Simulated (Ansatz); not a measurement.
CH3Cl3SeSn, SMILES `C[Se][Sn]([Cl])([Cl])[Cl]`, relaxed with RKS PBE0-D4/def2-TZVP in Ansatz from a PBE-D4/def2-SVP geometry. The force threshold is 0.005 eV/Å; the program also tests the step.

Total charge 0; spin multiplicity 1. Sn takes the def2 core potential.

Start:

```xyz
9

C     1.737   -0.186    0.094
Se    0.734    1.045   -1.087
Sn   -1.519    0.297   -0.218
Cl   -1.819   -2.027   -0.530
Cl   -3.287    1.443   -1.266
Cl   -1.672    0.617    2.119
H     2.805   -0.002   -0.134
H     1.539    0.049    1.156
H     1.483   -1.237   -0.135
```

Question: By how much does the energy fall, and how many steps does the optimiser take? (Best estimate.)

Answer: The calculation gave: 2.14 kcal/mol, in 7 steps.

Question: Which bonds change most? (Best estimate.)

Answer: Computed: Sn3–Cl6 from 2.364 to 2.312 Å; Sn3–Cl4 from 2.364 to 2.312 Å; Sn3–Cl5 from 2.353 to 2.300 Å; Se2–Sn3 from 2.528 to 2.484 Å.

Question: Give the relaxed structure. (Best estimate.)

Answer: Computed: 
```xyz
9

C     1.739   -0.185    0.095
Se    0.704    1.019   -1.058
Sn   -1.512    0.286   -0.208
Cl   -1.846   -1.980   -0.518
Cl   -3.225    1.419   -1.245
Cl   -1.704    0.602    2.073
H     2.781    0.012   -0.154
H     1.562    0.048    1.142
H     1.499   -1.222   -0.127
```
